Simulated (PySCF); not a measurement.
Harmonic spectrum computed at PBE0 in the def2-TZVP basis family (core potentials from Rb on, PySCF, no spin–orbit coupling):

```tsv
ω (cm⁻¹)	IR (km/mol)
142	47.4
153	45.0
192	16.5
641	98.7
650	50.2
847	46.0
```

Which molecule gave it? In each, all ligands are bound to the one heavy central atom.
A. SeOF₂ (singlet)
B. SOF₂ (singlet)
C. SnOF₂ (singlet)
D. TeOF₂ (singlet)

C. It has C2v symmetry with Sn–F 1.893 Å (×2), Sn–O 1.810 Å.
